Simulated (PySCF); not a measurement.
# KPb from Hartree–Fock to correlated methods

State: ⁴Σ⁻ (quartet), unpaired electrons σ ↑, π ↑↑. Set-up: PySCF, scalar-relativistic core potentials, basis sets K def2-SVP, Pb def2-SVP with ECP60. De refers to K + Pb in their high-spin ground configurations, without counterpoise correction. The functionals are run spin-unrestricted. A positive dipole means K(−)Pb(+).

| Level | Re (Å) | ωe (cm⁻¹) | De (eV) | μ (D) | CPU s a point (SCF and correlation, without the integrals) |
| --- | --- | --- | --- | --- | --- |
| UHF | 3.419 | 120 | 0.86 | -11.19 | 0.14 |
| UHF-MP2 | 3.373 | 123 | 1.17 | n/a | 0.25 |
| UHF-SCS-MP2 | 3.381 | 123 | 1.05 | n/a | n/a |
| UHF-CCSD | 3.384 | 122 | 1.12 | n/a | n/a |
| UHF-CCSD(T) | 3.383 | 122 | 1.13 | n/a | 5.4 |
| PBE | 3.348 | 116 | 1.18 | -8.29 | 0.6 |
| BP86 | 3.352 | 116 | 1.18 | -8.56 | 0.45 |
| TPSS | 3.352 | 118 | 1.25 | -8.96 | 0.89 |
| r²SCAN | 3.330 | 124 | 1.36 | -9.65 | 0.85 |
| PBE0 | 3.326 | 122 | 1.19 | -9.23 | 0.93 |
| r²SCAN0 | 3.315 | 126 | 1.34 | -10.04 | 0.92 |
| CAM-B3LYP | 3.308 | 125 | 1.03 | -9.41 | 1.1 |

(1) Which functional lies closest to UHF-CCSD(T) in De, which farthest, and by how much do they differ from it?

(2) What does a quarter of exact exchange do here, going from PBE to PBE0?

(3) What does second-order correlation do here, going from UHF to UHF-MP2?

Correlated steps freeze 9 core orbitals. Correlated levels converge slowly with the basis: in double zeta they bind strong bonds too weakly, by up to about 1 eV, and carry superposition errors of some tenths. These are scalar-relativistic numbers at best; spin–orbit coupling would shift them, the dissociation energy most. The state is the lowest determinant that a PBE0 search found; another state may lie lower at other levels.

The whole job (state search and all levels along the bond) took about 2.7 min on 1 thread of Arm Neoverse V1 (shared host), peak memory 0.61 GiB.

Answers

(1) Closest is PBE (-3.5 pm in Re, -4.9 % in ωe, +0.05 eV in De against UHF-CCSD(T) in the same basis), farthest r²SCAN (-5.3 pm in Re, +1.6 % in ωe, +0.23 eV in De). CCSD(T) converges more slowly with the basis than the functionals do and binds too weakly in this one, so the order can change at the basis-set limit.

(2) PBE0 less PBE: -2.2 pm in Re, +5.2 % in ωe, +0.01 eV in De. Exact exchange removes part of the self-interaction that spreads semilocal densities, and in most molecules shortens and stiffens the bond and lowers De; so it does here.

(3) UHF-MP2 less UHF: -4.6 pm in Re, +2.5 % in ωe, +0.31 eV in De. Correlation nearly always deepens the well. The bond shortens, as in weak, metallic or heavy-atom bonds, where dispersion and the correlation of outer-core electrons pull the atoms together.
